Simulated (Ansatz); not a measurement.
CaO2, SMILES [O]1[O][Ca]1.

The structure is a stationary point at PBE0-D3(BJ)/def2-TZVP.

Two levels are set side by side: PBE/def2-TZVPD (Ansatz, a quantum-chemistry and plane-wave program) and PBE0/def2-TZVPD (Ansatz). Energy differences of separate SCF runs at the same geometry; the states with an electron removed or added have multiplicity 2 and 2. Differences are taken from unrounded values.

```tsv
quantity	PBE0
vertical ionisation energy (eV)	6.69
vertical electron affinity (eV)	0.95
vertical singlet–triplet gap (eV)	1.31
```

Q: What does PBE give, and how far is it from PBE0? (Estimate from the structure and the level; the computed values follow.)

A: 
```tsv
quantity	PBE	PBE minus PBE0
vertical ionisation energy (eV)	6.81	0.11
vertical electron affinity (eV)	0.87	-0.09
vertical singlet–triplet gap (eV)	1.43	0.12
```
